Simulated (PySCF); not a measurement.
Excitation energy of Al by level of theory

Al [Ne] 3s2 3p1 (2P) → Al [Ne] 3s2 4s1 (2S), as a difference of total energies. Calculation: PySCF 2.14, in dyall-acv3z; scalar relativity by spin-free X2C-1e. Correlated levels: valence: [Ne] frozen; valence and next inner shell: 1s2 frozen; virtual orbitals above 40 to 60 times the deepest correlated orbital energy dropped. The calculations carry no spin-orbit coupling.

| method | excitation energy (eV) | error (eV) |
| --- | --- | --- |
| UHF | 2.977 | -0.156 |
| LDA | 3.069 | -0.064 |
| PBE | 3.122 | -0.011 |
| PBE0 | 3.175 | +0.042 |
| r2SCAN | 3.348 | +0.215 |
| PW91 | 3.144 | +0.011 |
| wB97X-V | 3.222 | +0.089 |
| B3LYP | 3.107 | -0.026 |
| MP2 (valence) | 3.063 | -0.070 |
| SCS-MP2 (valence) | 3.066 | -0.067 |
| MP2 (valence and next inner shell) | 3.028 | -0.105 |
| SCS-MP2 (valence and next inner shell) | 3.038 | -0.095 |

Reference: 3.133 eV (measured; NIST levels, between the centres of gravity of the two terms).

Errors of the correlated levels include the incompleteness of this basis and the frozen core.
